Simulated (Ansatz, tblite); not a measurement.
Spin states of the cluster Li3Si2 (the lowest doublet isomer of a short search), each relaxed with PBE0-D4/def2-TZVP in Ansatz. Electronic energies in the gas phase.

The xTB rows come from tblite. LC-ωPBE has ω = 0.4 bohr⁻¹. B3LYP takes the VWN-RPA correlation. Correlated methods freeze 10 core orbitals; core or outer-core shells of Li are correlated, in sets that lack core-valence functions. In CCSD on the charge 0 doublet the largest single amplitude is 0.18, so its Hartree–Fock determinant may place the open shell otherwise than the density functionals do. The structure comes from a short search, and lower isomers may exist.

Doublet geometry (Cs within 0.1 Å):

Cartesian coordinates in Å:
```
Li -0.8413 -0.7661 1.6247
Li -0.2902 -1.7408 -1.2242
Li 0.8784 2.1848 -0.0192
Si -0.8759 0.5616 -0.5239
Si 1.1289 -0.2396 0.1426
```

Quartet geometry (D3h within 0.1 Å):

Cartesian coordinates in Å:
```
Li -0.125 1.124 -1.866
Li -1.021 -1.912 0.197
Li 1.147 0.788 1.672
Si 0.962 -0.555 -0.400
Si -0.963 0.555 0.397
```

⟨S²⟩: doublet 0.76 at PBE0-D4/def2-TZVP (pure 0.75), quartet 3.77 at PBE0-D4/def2-TZVP (pure 3.75).

Run but left out: HF/STO-3G, HF/def2-TZVP, HF/def2-TZVPP (doublet: a determinant that CCSD turns far, T1 0.050); MP2/def2-TZVP, MP2/def2-TZVPP (doublet: ⟨S²⟩ 1.03 to 1.04, where a pure state has 0.75).

Only these spin states were relaxed. The quartet has other bonds than the doublet, so the gap mixes isomer and spin.

```
                level  quartet − doublet (kcal/mol)  lowest of these                                                              remarks
             GFN1-xTB                          27.9          doublet                                                                    –
LDA (SPW92)/def2-TZVP                          26.0          doublet                                                                    –
  revPBE-D4/def2-TZVP                          22.5          doublet                                                                    –
  r2SCAN-D4/def2-TZVP                          20.9          doublet                                                                    –
    RPA@PBE/def2-TZVP                          25.0          doublet                                                                    –
   CCSD(T)/def2-TZVPP                          24.3          doublet  large T1 (0.049) (doublet), spin-contaminated (⟨S²⟩ 1.04) (doublet)
```

Problem. Estimate the rows for GFN2-xTB, PBE-D4/def2-TZVP, B3LYP-D4/def2-TZVP, PBE0-D4/def2-TZVP, LC-ωPBE/def2-TZVP, CCSD/def2-TZVPP.

Solution. 
| level | quartet − doublet (kcal/mol) | lowest of these | remarks |
| --- | --- | --- | --- |
| GFN2-xTB | 24.6 | doublet | – |
| PBE-D4/def2-TZVP | 23.1 | doublet | – |
| B3LYP-D4/def2-TZVP | 24.4 | doublet | – |
| PBE0-D4/def2-TZVP | 21.7 | doublet | – |
| LC-ωPBE/def2-TZVP | 19.5 | doublet | – |
| CCSD/def2-TZVPP | 22.5 | doublet | large T1 (0.049) (doublet), spin-contaminated (⟨S²⟩ 1.04) (doublet) |

The xTB methods have no spin-polarisation term.
